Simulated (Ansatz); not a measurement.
`C=N/C(F)=C/[SiH3]` at its PBE0-D4/def2-TZVP geometry, where that method's forces vanish. Charge 0, multiplicity 1.

```
atom    x (Å)    y (Å)    z (Å)
  C1  -2.4434  -0.7305  -1.0896
  N2  -1.8230   0.0110  -0.2675
  C3  -0.4575  -0.0849  -0.1534
  F4   0.1499  -0.9919  -0.9513
  C5   0.2832   0.6456   0.6764
 Si6   2.1312   0.4978   0.8138
  H7  -1.9547  -1.4633  -1.7343
  H8  -3.5241  -0.6298  -1.1553
  H9  -0.2770   1.3488   1.2811
 H10   2.7879   0.8175  -0.4806
 H11   2.5258  -0.8775   1.2158
 H12   2.6018   1.4574   1.8448
```

Q: For each bond, give half the difference of the two atoms' forces along it (eV/Å; positive pushes the atoms apart) under PBE-D4, r2SCAN-D4, B3LYP-D4, ωB97M-V in def2-TZVPP. (Best estimate.)

A: Computed: 
```json
{"bond": "C1–N2", "length (Å)": "1.269", "PBE-D4": "0.72", "r2SCAN-D4": "0.40", "B3LYP-D4": "0.17", "ωB97M-V": "-0.21"}
{"bond": "C1–H7", "length (Å)": "1.092", "PBE-D4": "-0.02", "r2SCAN-D4": "-0.10", "B3LYP-D4": "-0.08", "ωB97M-V": "-0.06"}
{"bond": "C1–H8", "length (Å)": "1.087", "PBE-D4": "-0.07", "r2SCAN-D4": "-0.12", "B3LYP-D4": "-0.14", "ωB97M-V": "-0.05"}
{"bond": "N2–C3", "length (Å)": "1.374", "PBE-D4": "-0.34", "r2SCAN-D4": "-0.26", "B3LYP-D4": "-0.03", "ωB97M-V": "0.60"}
{"bond": "C3–F4", "length (Å)": "1.352", "PBE-D4": "0.55", "r2SCAN-D4": "0.35", "B3LYP-D4": "0.44", "ωB97M-V": "0.23"}
{"bond": "C3–C5", "length (Å)": "1.331", "PBE-D4": "0.42", "r2SCAN-D4": "0.23", "B3LYP-D4": "-0.10", "ωB97M-V": "-0.46"}
{"bond": "C5–Si6", "length (Å)": "1.859", "PBE-D4": "-0.20", "r2SCAN-D4": "-0.12", "B3LYP-D4": "0.09", "ωB97M-V": "0.19"}
{"bond": "C5–H9", "length (Å)": "1.084", "PBE-D4": "0.02", "r2SCAN-D4": "-0.06", "B3LYP-D4": "-0.09", "ωB97M-V": "-0.04"}
{"bond": "Si6–H10", "length (Å)": "1.486", "PBE-D4": "0.09", "r2SCAN-D4": "-0.01", "B3LYP-D4": "-0.07", "ωB97M-V": "-0.13"}
{"bond": "Si6–H11", "length (Å)": "1.486", "PBE-D4": "0.09", "r2SCAN-D4": "-0.01", "B3LYP-D4": "-0.07", "ωB97M-V": "-0.13"}
{"bond": "Si6–H12", "length (Å)": "1.485", "PBE-D4": "0.05", "r2SCAN-D4": "-0.03", "B3LYP-D4": "-0.09", "ωB97M-V": "-0.10"}
```

B3LYP here is the variant with VWN-RPA as its local correlation; programs differ in this.
